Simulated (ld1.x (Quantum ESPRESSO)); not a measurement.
## Before and after: TM potential for hydrogen

ld1.x (Quantum ESPRESSO) 7.5 input, shortened:

```
&input
   title='H', zed=1., rel=0, dft='REVPBE', iswitch=3,
   config='1s1'
 /
 &inputp
   pseudotype=2, tm=.true., lloc=-1, rcloc=0.95,
   nlcc=.false.
 /
1
1S  1  0   1.00   0.00  1.20  1.20  0.0
 &test
   configts(1)='1s1'
 /
```

Change: wave 1s (bound): rc 1.20 bohr becomes 1s (bound): rc 0.88 bohr; local potential all-electron potential smoothed inside 0.70 bohr (lloc = -1).

Cutoffs: the cutoffs (Ry, on a coarse ladder) from which the occupation-weighted sum of valence levels, in a spherical-Bessel basis at the reference potential, stays within 10 and 1 mRy of its value at 400 Ry; they do not see the model core or the augmentation charge, which bear on the density cutoff. Errors are all-electron minus pseudo energies relative to the spin-unpolarised reference configuration.

Q: How do hardness, ghosts and transferability respond?

A: The potential gets harder (21 Ry and 40 Ry → 30 Ry and 55 Ry); neither file shows a bound ghost. A smaller radius makes the pseudo-wave follow the all-electron one further in, where it bends more sharply, so more plane waves are needed.

| quantity | base | changed |
| --- | --- | --- |
| cutoff, loose | 21 Ry | 30 Ry |
| cutoff, tight | 40 Ry | 55 Ry |
| bound ghosts | none | none |
| error for 1s0.5, meV [ΔE 4.81 eV] | +1.4 | +0.3 |
